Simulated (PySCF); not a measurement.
Below is a simulated gas-phase Si 2p photoelectron spectrum of `[SiH3]C[SiH]1CC=CC1`.

Every computed line was given a Gaussian of 0.4 eV full width at half maximum and an area set by the number of equivalent atoms (split 2:1 within a doublet); the highest printed point is 100. Level of theory: PySCF 2.14.0, delta-SCF UKS SCAN, pcX-2 on the ionised atom, pcseg-1 elsewhere, spin-free X2C.

(binding energy (eV), intensity): (105.5, 0), (105.6, 1), (105.7, 6), (105.8, 19), (105.9, 41), (106.0, 65), (106.1, 73), (106.2, 63), (106.3, 55), (106.4, 65), (106.5, 88), (106.6, 100), (106.7, 87), (106.8, 59), (106.9, 36), (107.0, 30), (107.1, 34), (107.2, 36), (107.3, 28), (107.4, 16), (107.5, 6), (107.6, 2), (107.7, 0)

**Question.** Count the maxima, the lines and the sites behind this envelope.

**Answer.** The curve has 3 maxima (at 106.1, 106.6 and 107.2 eV). Under it lie 4 lines from 2 inequivalent silicon sites, each drawn as a 2p3/2, 2p1/2 pair. At this width some lines have no maximum of their own.

**Question.** Decompose the envelope and assign each component. Numbering: `[SiH3:1][CH2:2][SiH:3]1[CH2:4][CH:5]=[CH:6][CH2:7]1`.

**Answer.** 
```tsv
position (eV)	relative area	line	atoms	environment
106.08	0.67	Si 2p3/2	Si3	SiH silicon
106.56	0.67	Si 2p3/2	Si1	SiH3 silicon
106.70	0.33	Si 2p1/2	Si3	SiH silicon
107.18	0.33	Si 2p1/2	Si1	SiH3 silicon
```

The listed Si 2p3/2 values span 0.48 eV, from Si3 (bonded to 3 C and H) to Si1 (bonded to C and 3 H). Summing the Pauling electronegativity differences to the bonded atoms, each weighted by its formal bond order, gives +2.25 for the lowest site and +1.55 for the highest; the largest sum, +2.25, belongs to Si3, 0.48 eV below the top. The smallest sum, +1.55, belongs to Si1, 0.48 eV above the lowest.

The curve has no shake-up lines and no vibrational structure. Spin–orbit and ligand-field terms were added within each 2p shell after the spin-free SCF. 2p1/2 minus 2p3/2 (ligand field included): Si 0.62 eV. Geometry: PBE0-D3(BJ)/def2-SVP, one conformer, isolated molecule.
